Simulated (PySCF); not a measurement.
## How methods differ on the excitation energy of Ba+

Ba+ [Xe] 6s1 (2S) → Ba+ [Xe] 6p1 (2P), as a difference of total energies. Calculation: PySCF 2.14, in aug-cc-pwCVTZ-X2C (11s10p8d4f, 109 functions); scalar relativity by spin-free X2C-1e. Correlated levels: valence and next inner shell: [Kr] 4d10 frozen. The calculations carry no spin-orbit coupling.

| method | excitation energy (eV) |
| --- | --- |
| UHF | 2.377 |
| MP2 (valence and next inner shell) | 2.639 |
| SCS-MP2 (valence and next inner shell) | 2.586 |
| CCSD (valence and next inner shell) | 2.615 |
| CCSD(T) (valence and next inner shell) | 2.634 |

Question: How much does correlation contribute at CCSD(T) (valence and next inner shell)?

Answer: 2.634 − (2.377) = 0.257 eV, measured against UHF.

Errors of the correlated levels include the incompleteness of this basis and the frozen core.

For comparison: 2.652 eV (measured; NIST levels, between the centres of gravity of the two terms).
